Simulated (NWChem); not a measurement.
System: C$_{4}$H$_{5}$F; SMILES C(=C=CF)C

Input file for NWChem:

```
start job
memory heap 200 mb stack 900 mb global 1100 mb
geometry units angstroms noautosym nocenter noautoz
  C     -0.491459     2.272769    -0.168513
  C      0.387668     1.188507     0.374015
  C      0.355257    -0.073645     0.019234
  C      0.352593    -1.323852    -0.367793
  F     -0.398088    -2.272140     0.204864
  H     -1.195736     1.888174    -0.918071
  H      0.116732     3.067662    -0.630556
  H     -1.066435     2.744931     0.644758
  H      1.119955     1.487141     1.138962
  H      0.964485    -1.708554    -1.190582
end
basis spherical
  * library 6-31g*
end
dft
  xc hfexch
  iterations 150
  mulliken
end
task dft energy
esp
  recalculate
  probe 0.07
  range 0.3
  factor 1.0
  spacing 0.02
end
task esp
```

Excerpt of the output:

```
             Northwest Computational Chemistry Package (NWChem) 7.3.0
             --------------------------------------------------------

                             Geometry "geometry" -> ""
                             -------------------------

 Output coordinates in angstroms (scale by  1.889725989 to convert to a.u.)

  No.       Tag          Charge          X              Y              Z
 ---- ---------------- ---------- -------------- -------------- --------------
    1 C                    6.0000    -0.49145900     2.27276900    -0.16851300
    2 C                    6.0000     0.38766800     1.18850700     0.37401500
    3 C                    6.0000     0.35525700    -0.07364500     0.01923400
    4 C                    6.0000     0.35259300    -1.32385200    -0.36779300
    5 F                    9.0000    -0.39808800    -2.27214000     0.20486400
    6 H                    1.0000    -1.19573600     1.88817400    -0.91807100
    7 H                    1.0000     0.11673200     3.06766200    -0.63055600
    8 H                    1.0000    -1.06643500     2.74493100     0.64475800
    9 H                    1.0000     1.11995500     1.48714100     1.13896200
   10 H                    1.0000     0.96448500    -1.70855400    -1.19058200

 Effective nuclear repulsion energy (a.u.)     149.5436701759

  xc_inp: hfexch multiplicative factor not found.

                                 NWChem DFT Module
                                 -----------------

 Summary of "ao basis" -> "ao basis" (spherical)
 ------------------------------------------------------------------------------
       Tag                 Description            Shells   Functions and Types
 ---------------- ------------------------------  ------  ---------------------
 C                           6-31g*                  6       14   3s2p1d
 F                           6-31g*                  6       14   3s2p1d
 H                           6-31g*                  2        2   2s

            General Information
            -------------------
          SCF calculation type: DFT
          Wavefunction type:  closed shell.
          No. of atoms     :    10
          No. of electrons :    38
           Alpha electrons :    19
            Beta electrons :    19
          Charge           :     0
          Spin multiplicity:     1
          Use of symmetry is: off; symmetry adaption is: off
          Maximum number of iterations: 150
          AO basis - number of functions:    80
                     number of shells:    40
          Convergence on energy requested:  1.00D-06
          Convergence on density requested:  1.00D-05
          Convergence on gradient requested:  5.00D-04

              XC Information
              --------------
                     Hartree-Fock (Exact) Exchange  1.000

      Superposition of Atomic Density Guess
      -------------------------------------

 Sum of atomic energies:        -252.50451131

      Non-variational initial energy
      ------------------------------

 Total energy =    -255.127575
 1-e energy   =    -640.107777
 2-e energy   =     235.436532
 HOMO         =      -0.255706
 LUMO         =       0.011436

     ---------------------------------------------
      Total Density - Mulliken Population Analysis
     ---------------------------------------------

    Atom       Charge   Shell Charges
 -----------   ------   -------------------------------------------------------
    1 C    6     6.66   2.00  0.72  2.03  0.68  1.21  0.03
    2 C    6     6.22   2.00  0.72  1.86  0.56  1.04  0.04
    3 C    6     6.07   2.00  0.75  1.96  0.50  0.83  0.03
    4 C    6     5.73   2.00  0.68  1.65  0.53  0.80  0.07
    5 F    9     9.44   2.00  0.94  3.39  1.00  2.09  0.01
    6 H    1     0.77   0.47  0.31
    7 H    1     0.76   0.46  0.30
    8 H    1     0.76   0.46  0.30
    9 H    1     0.78   0.46  0.31
   10 H    1     0.81   0.47  0.34

[...]

                     NWChem Electrostatic Potential Fit Module
                     -----------------------------------------

 Atom parameters

 Number of atoms is                                   10
 Number of basis functions is                         80

 Grid parameters

 Maximum number of grid points is                  41750
 Number of grid points is                          41749
 Grid range                                     0.300000 nm
 Grid spacing                                   0.020000 nm
 Probe radius                                   0.070000 nm
 Atom radius factor                             1.000000

 Atomic radii

    1    0.100000
    6    0.147000
    9    0.128000
 FASTESP  F
  using M.O. file = ./job.movecs

    Atom              Coordinates                           Charge

                                                  ESP

    1 C    -0.049146    0.227277   -0.016851    0.038133
    2 C     0.038767    0.118851    0.037402   -0.015725
    3 C     0.035526   -0.007365    0.001923   -0.209864
    4 C     0.035259   -0.132385   -0.036779    0.153621
    5 F    -0.039809   -0.227214    0.020486   -0.198564
    6 H    -0.119574    0.188817   -0.091807    0.026830
    7 H     0.011673    0.306766   -0.063056    0.000984
    8 H    -0.106644    0.274493    0.064476    0.017529
    9 H     0.111996    0.148714    0.113896    0.092011
   10 H     0.096449   -0.170855   -0.119058    0.095044
                                            ------------
                                                0.000000

 Dipole moment                                  0.878511

 Quadrupole moment Qxx                         -2.074895
                   Qyy                          2.753319
                   Qzz                         -0.678424

 RMS deviation kJ/mol                           0.062223

 RRMS %                                        36.203374
```

Level: Hartree-Fock/6-31G* (spherical d). Structure relaxed at the PBE0/def2-SVP level.
